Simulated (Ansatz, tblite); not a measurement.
Forces on CoO₂⁻ at its r2SCAN-D4/def2-TZVPD geometry. Charge -1, multiplicity 1.

The xTB rows come from tblite. At PBE-D4/def2-TZVPD the restricted singlet is unstable: a solution with broken spin symmetry lies lower. At PBE-D4/def2-TZVPD the highest occupied level of the charge -1 singlet lies above zero (up to 0.45 eV). Its loss leaves the charge 0 doublet, which lies 2.78 eV higher (vertical, at PBE-D4/def2-TZVPD), but this difference is unsure: the doublet is doubtful (geometry relaxed on an unsound state). The geometry of the singlet was relaxed on an unsound state (restricted singlet, unstable towards broken spin symmetry). The order of the spin states hangs on the level: the quintet lies 0.78 eV below the singlet at PBE0-D4/def2-TZVPD, but 0.36 eV above it at PBE-D4/def2-TZVPD. The singlet is doubtful at PBE0-D4/def2-TZVPD (restricted singlet, unstable towards broken spin symmetry). The singlet is doubtful at PBE-D4/def2-TZVPD (restricted singlet, unstable towards broken spin symmetry). The structure comes from a short search, and lower isomers may exist.

GFN1-xTB (tblite), largest force 0.35 eV/Å:

```xyz
3
positions Å, forces eV/Å
Co    0.000    0.000    0.000    0.000    0.000    0.000
O     0.979    1.162   -0.506   -0.212   -0.251    0.109
O    -0.979   -1.162    0.506    0.212    0.251   -0.109
```

GFN2-xTB (tblite), largest force 3.67 eV/Å:

```
Co 0.000 0.000 0.000
O -2.241 -2.660 1.158
O 2.241 2.660 -1.158
```

PBE-D4/def2-TZVPD (Ansatz), largest force 0.53 eV/Å:

```
Co 0.000 0.000 0.000
O 0.324 0.385 -0.168
O -0.324 -0.385 0.168
```
